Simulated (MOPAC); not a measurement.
MOPAC input (PM6):

```
PM6 1SCF CHARGE=-1 GEO-OK AUX(PRECISION=9) THREADS=1
CH3Si

C    -1.11056998 1    0.02553653 1   -0.04779558 1
Si    0.64940984 1   -0.11713465 1    0.02966460 1
H    -1.69010245 1    0.94834355 1   -0.08800704 1
H    -1.74251990 1   -0.86510146 1   -0.05979506 1
H     1.00430453 1    1.40342380 1    0.01927110 1
```

Question: What heat of formation does the run end on, and which ionisation energy by Koopmans theorem?

Answer: 40.75 kcal/mol; 2.75 eV.
